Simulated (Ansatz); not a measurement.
The cluster Mg5O4⁺. Total charge 1; doublet. Geometry r2SCAN-D4/def2-SVP; atoms count from 1.

| atom | x (Å) | y (Å) | z (Å) |
| --- | --- | --- | --- |
| Mg1 | 0.291 | -2.189 | 1.180 |
| Mg2 | -0.841 | 0.248 | 1.504 |
| Mg3 | 1.431 | 0.499 | -0.001 |
| Mg4 | -0.893 | -0.426 | -1.147 |
| Mg5 | 0.021 | 2.095 | -1.733 |
| O6 | 1.025 | -0.489 | 1.589 |
| O7 | 0.800 | 0.280 | -1.848 |
| O8 | -1.277 | -1.407 | 0.454 |
| O9 | -0.556 | 1.389 | 0.002 |

Another isomer (doublet) lies 0.21 eV lower at PBE0-D4/def2-TZVP; other spin states weren't run for this one.

(1) Estimate the Mulliken populations from the PBE0/def2-TZVP orbitals of Ansatz.

(2) Where does the spin sit?

(3) And the Mayer bond orders between bonded heavy atoms (over 0.3)?

Answers

(1) 
```tsv
atom	charge (e)	spin (α − β)
Mg1	0.93	0.14
Mg2	0.99	0.10
Mg3	1.05	0.17
Mg4	1.05	0.17
Mg5	0.70	0.50
O6	-0.95	-0.02
O7	-0.88	-0.03
O8	-0.95	-0.02
O9	-0.95	-0.03
```
Mulliken values and Mayer orders depend strongly on the basis.

(2) Summed by element: Mg 1.09, O -0.09, of 1 unpaired in all. Largest on single atoms: Mg5 0.50, Mg3 0.17, Mg4 0.17.

(3) Mg1–O6 0.78 (1.90 Å); Mg1–O8 0.78 (1.90 Å); Mg2–O6 0.48 (2.01 Å); Mg2–O8 0.48 (2.01 Å); Mg2–O9 0.65 (1.91 Å); Mg3–O6 0.55 (1.92 Å); Mg3–O7 0.61 (1.96 Å); Mg4–O7 0.61 (1.96 Å); Mg4–O8 0.55 (1.92 Å); Mg5–O7 0.61 (1.98 Å); Mg5–O9 0.52 (1.96 Å).
